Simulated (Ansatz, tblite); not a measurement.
Isomers of Ge6H8 (singlet), found by a short tight-binding search and relaxed with PBE0-D4/def2-SVP in Ansatz.

The xTB rows come from tblite. Correlated methods freeze 54 core orbitals; core or outer-core shells of Ge are correlated, in sets that lack core-valence functions.

Run but left out: HF/def2-SVP (B: restricted singlet, unstable towards broken spin symmetry); HF/def2-SVP (C: restricted singlet, unstable towards broken spin symmetry).

B: The restricted singlet is unstable towards broken spin symmetry in Hartree–Fock (as tested in another run); at LDA (SPW92)/def2-TZVP, PBE-D4/def2-TZVP, r2SCAN-D4/def2-TZVP, B97M-V/def2-TZVP and others this wasn't settled. At MP2/def2-SVP the restricted singlet (for correlated methods, its reference) is unstable: a solution with broken spin symmetry lies lower. C: The restricted singlet is unstable towards broken spin symmetry in Hartree–Fock (as tested in another run); at LDA (SPW92)/def2-TZVP, PBE-D4/def2-TZVP, r2SCAN-D4/def2-TZVP, B97M-V/def2-TZVP and others this wasn't settled. At MP2/def2-SVP the restricted singlet (for correlated methods, its reference) is unstable: a solution with broken spin symmetry lies lower.

Other spin states weren't relaxed.

A:

```
atom   x (Å)   y (Å)   z (Å)
 Ge1  -0.050  -3.017   1.114
 Ge2  -1.259   2.176  -2.006
 Ge3   1.115  -1.104   0.170
 Ge4  -0.559   1.461   0.209
 Ge5   0.516   0.196  -1.870
 Ge6  -1.191  -0.628   1.410
  H7   2.144  -0.267   0.983
  H8  -1.254  -0.288   2.906
  H9   1.833   0.660  -2.511
 H10   0.671   2.075   0.938
 H11  -0.075   3.232  -1.812
 H12   0.891  -2.708   2.369
 H13  -2.573  -0.909   0.797
 H14  -0.210  -0.879  -2.696
```

B:

```xyz
14

Ge   -0.718    2.439   -0.462
Ge    0.727   -2.287    0.386
Ge    1.138    0.119    0.584
Ge   -0.209   -2.071   -1.915
Ge   -1.031   -0.147   -0.769
Ge    0.771    2.262    1.582
H     2.051    0.427   -0.638
H     0.894   -1.803   -2.949
H    -1.881    2.116    0.591
H    -2.205   -0.633    0.115
H    -0.550   -2.545    1.260
H     2.105    3.033    1.637
H    -1.209   -3.134   -2.395
H     0.116    2.224    2.974
```

C:

```xyz
14

Ge    1.0068   -0.0932    2.2562
Ge   -1.1331   -0.7082    1.3216
Ge    1.4195    1.0567    0.1843
Ge   -1.0768   -0.2838   -1.5151
Ge    1.0961    0.5631   -2.1474
Ge   -2.7589    0.7207    0.0580
H     1.9537   -1.2562    2.5803
H    -0.7976   -1.8217   -1.5744
H     0.3991    2.2320    0.3381
H    -0.8495   -2.1997    0.9467
H     2.0601   -0.4644   -2.7582
H    -3.5228   -0.6710   -0.1644
H     1.0375    1.0022    3.3320
H     1.1657    1.9236   -2.8576
```

Estimate their order by electronic energy at PBE0-D4/def2-TZVP, counted from the lowest.

B (0.00) < C (0.19) < A (0.63), in eV.

Do the other levels pick the same lowest one?

Not GFN1-xTB. Energies above each level's lowest (eV):

```csv
level,A,B,C
GFN1-xTB,0.44,0.01,0.00
GFN2-xTB,0.06,0.00,0.33
LDA (SPW92)/def2-TZVP,0.64,0.00,0.22
PBE-D4/def2-TZVP,0.57,0.00,0.18
r2SCAN-D4/def2-TZVP,0.65,0.00,0.21
B97M-V/def2-TZVP,0.67,0.00,0.24
PBE0-D4/def2-TZVP,0.63,0.00,0.19
MP2/def2-SVP,0.91,0.00,0.22
```
Point groups (tolerance 0.1 Å): A C2, B not assigned, C Cs. Lower isomers may exist.
